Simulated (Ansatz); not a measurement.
Ansatz (a program for electronic structure) input (B3LYP-D3(BJ)/def2-TZVP):

Ansatz 0.2 input:
```yaml
crystal:
  periodic: [false, false, false]
  atoms:
    - {symbol: C, position_ang: [1.22166942, 0.43443658, 0.02219219]}
    - {symbol: C, position_ang: [0.09930854, -0.54664047, -0.29626895]}
    - {symbol: C, position_ang: [-1.24022939, -0.06353131, 0.24058272]}
    - {symbol: F, position_ang: [-1.63913146, 1.07758959, -0.41563797]}
    - {symbol: H, position_ang: [0.99202919, 1.41184060, -0.39507093]}
    - {symbol: H, position_ang: [1.34452559, 0.53824855, 1.09819180]}
    - {symbol: H, position_ang: [2.16089975, 0.08880815, -0.40170186]}
    - {symbol: H, position_ang: [0.01597349, -0.67225807, -1.37748368]}
    - {symbol: H, position_ang: [0.31031106, -1.52117959, 0.14719462]}
    - {symbol: H, position_ang: [-1.17878569, 0.19445961, 1.30307836]}
    - {symbol: H, position_ang: [-2.03035079, -0.80477345, 0.08032152]}
basis:
  gaussian:
    orbitals: def2-TZVP
hamiltonian:
  xc: b3lyp
  dispersion: d3bj
relax: {f_tol: 0.002, max_steps: 150}
```

Output:

```
Functional definition: B3LYP
integrals: 0.07 GiB planned
1004 factors; their error is unknown
mean field: 0.69 GiB planned
mean field evaluation 1: about -5936.2185 eV, gradient 6.2e1 eV
mean field evaluation 2: about -5931.2046 eV, gradient 7.5e1 eV
mean field evaluation 4: about -5944.8860 eV, gradient 1.8e0 eV
mean field evaluation 8: about -5944.8929 eV, gradient 6.2e-2 eV
mean field evaluation 16: about -5944.8733 eV, gradient 1.2e-4 eV
mean field -5944.87328855 eV, -218.4700637745 hartree, gradient 3.6e-5 eV, S^2 0.000000; 0 other end points of the search recorded, 0 dependent functions left out
the calculation of the forces begins
reference -5944.87353699 eV, -218.4700729045 hartree; 17, 17 occupied and 149, 149 virtual orbitals, 1004 factors
relax step   1: F+E_penalty+E_count = -5945.15530081 eV  Δ(F+E_penalty+E_count) = +0.000e0 eV  max|allowed force component| = 7.641e-1 eV/Å  Δτ_max = 0.0000 Å  (27 SCF iters, accepted)
these checks for a lower state are left out or cut short: starts, cluster_reference, orbital_swaps, neighbouring_geometries, increment
integrals: 0.07 GiB planned
1004 factors; their error is unknown
mean field: 0.69 GiB planned
mean field -5944.89285777 eV, -218.4707829299 hartree, gradient 1.4e-5 eV, S^2 0.000000; 0 other end points of the search recorded, 0 dependent functions left out
the calculation of the forces begins
reference -5944.89310639 eV, -218.4707920665 hartree; 17, 17 occupied and 149, 149 virtual orbitals, 1004 factors
relax step   2: F+E_penalty+E_count = -5945.17368869 eV  Δ(F+E_penalty+E_count) = -1.839e-2 eV  max|allowed force component| = 3.316e-1 eV/Å  Δτ_max = 0.0391 Å  (30 SCF iters, accepted)
these checks for a lower state are left out or cut short: starts, cluster_reference, orbital_swaps, neighbouring_geometries, increment
integrals: 0.07 GiB planned
1004 factors; their error is unknown
mean field: 0.69 GiB planned
mean field evaluation 32: about -5944.8962 eV, gradient 1.4e-5 eV
mean field -5944.89622069 eV, -218.4709065149 hartree, gradient 1.4e-5 eV, S^2 0.000000; 0 other end points of the search recorded, 0 dependent functions left out
the calculation of the forces begins
reference -5944.89646901 eV, -218.4709156405 hartree; 17, 17 occupied and 149, 149 virtual orbitals, 1004 factors
relax step   3: F+E_penalty+E_count = -5945.17694961 eV  Δ(F+E_penalty+E_count) = -3.261e-3 eV  max|allowed force component| = 1.305e-1 eV/Å  Δτ_max = 0.0190 Å  (30 SCF iters, accepted)
these checks for a lower state are left out or cut short: starts, cluster_reference, orbital_swaps, neighbouring_geometries, increment
integrals: 0.07 GiB planned
1004 factors; their error is unknown
mean field: 0.69 GiB planned
mean field -5944.89666685 eV, -218.4709229111 hartree, gradient 1.4e-5 eV, S^2 0.000000; 0 other end points of the search recorded, 0 dependent functions left out
the calculation of the forces begins
reference -5944.89691470 eV, -218.4709320193 hartree; 17, 17 occupied and 149, 149 virtual orbitals, 1004 factors
relax step   4: F+E_penalty+E_count = -5945.17761695 eV  Δ(F+E_penalty+E_count) = -6.673e-4 eV  max|allowed force component| = 3.535e-2 eV/Å  Δτ_max = 0.0281 Å  (30 SCF iters, accepted)
these checks for a lower state are left out or cut short: starts, cluster_reference, orbital_swaps, neighbouring_geometries, increment
integrals: 0.07 GiB planned
1004 factors; their error is unknown
mean field: 0.69 GiB planned
mean field -5944.89682940 eV, -218.4709288848 hartree, gradient 1.4e-5 eV, S^2 0.000000; 0 other end points of the search recorded, 0 dependent functions left out
the calculation of the forces begins
reference -5944.89707728 eV, -218.4709379942 hartree; 17, 17 occupied and 149, 149 virtual orbitals, 1004 factors
relax step   5: F+E_penalty+E_count = -5945.17768247 eV  Δ(F+E_penalty+E_count) = -6.552e-5 eV  max|allowed force component| = 3.997e-3 eV/Å  Δτ_max = 0.0036 Å  (31 SCF iters, accepted)
these checks for a lower state are left out or cut short: starts, cluster_reference, orbital_swaps, neighbouring_geometries, increment
integrals: 0.07 GiB planned
1004 factors; their error is unknown
mean field: 0.69 GiB planned
mean field -5944.89685274 eV, -218.4709297425 hartree, gradient 1.4e-5 eV, S^2 0.000000; 0 other end points of the search recorded, 0 dependent functions left out
the calculation of the forces begins
reference -5944.89710063 eV, -218.4709388521 hartree; 17, 17 occupied and 149, 149 virtual orbitals, 1004 factors
relax step   6: F+E_penalty+E_count = -5945.17768744 eV  Δ(F+E_penalty+E_count) = -4.968e-6 eV  max|allowed force component| = 3.288e-3 eV/Å  Δτ_max = 0.0015 Å  (31 SCF iters, accepted)
these checks for a lower state are left out or cut short: starts, cluster_reference, orbital_swaps, neighbouring_geometries, increment
integrals: 0.07 GiB planned
1004 factors; their error is unknown
mean field: 0.69 GiB planned
mean field -5944.89684879 eV, -218.4709295973 hartree, gradient 1.4e-5 eV, S^2 0.000000; 0 other end points of the search recorded, 0 dependent functions left out
the calculation of the forces begins
reference -5944.89709667 eV, -218.4709387067 hartree; 17, 17 occupied and 149, 149 virtual orbitals, 1004 factors
relax step   7: F+E_penalty+E_count = -5945.17768853 eV  Δ(F+E_penalty+E_count) = -1.094e-6 eV  max|allowed force component| = 4.556e-4 eV/Å  Δτ_max = 0.0008 Å  (31 SCF iters, accepted)
integrals: 0.07 GiB planned
1004 factors; their error is unknown
mean field: 0.69 GiB planned
mean field evaluation 64: about -5944.8969 eV, gradient 3.2e-4 eV
mean field -5944.89684879 eV, -218.4709295973 hartree, gradient 1.4e-5 eV, S^2 0.000000; 1 other end points of the search recorded, 0 dependent functions left out
the calculation of the forces begins
reference -5944.89709667 eV, -218.4709387067 hartree; 17, 17 occupied and 149, 149 virtual orbitals, 1004 factors
Total energy: -5945.17793641 eV, -218.4812593767 hartree
Atom 0 at     1.226113     0.441779     0.010370 Å, force    -0.000131     0.000030    -0.000088 eV/Å
Atom 1 at     0.092312    -0.535560    -0.286250 Å, force     0.000076     0.000168    -0.000038 eV/Å
Atom 2 at    -1.247526    -0.074522     0.242073 Å, force    -0.000231    -0.000321     0.000456 eV/Å
Atom 3 at    -1.628418     1.121964    -0.379421 Å, force     0.000056     0.000313    -0.000124 eV/Å
Atom 4 at     1.022796     1.417126    -0.432337 Å, force     0.000044    -0.000080     0.000037 eV/Å
Atom 5 at     1.351936     0.581565     1.086788 Å, force    -0.000105     0.000044    -0.000137 eV/Å
Atom 6 at     2.172455     0.078367    -0.392558 Å, force     0.000019    -0.000108     0.000152 eV/Å
Atom 7 at     0.004578    -0.700202    -1.363697 Å, force    -0.000006    -0.000041     0.000129 eV/Å
Atom 8 at     0.303808    -1.511152     0.163959 Å, force     0.000121     0.000024    -0.000182 eV/Å
Atom 9 at    -1.208323     0.122952     1.316985 Å, force     0.000091     0.000018    -0.000196 eV/Å
Atom 10 at    -2.033510    -0.805318     0.039485 Å, force     0.000064    -0.000047    -0.000011 eV/Å
Dipole moment:     0.155439    -0.332456     0.138695 e Å
```
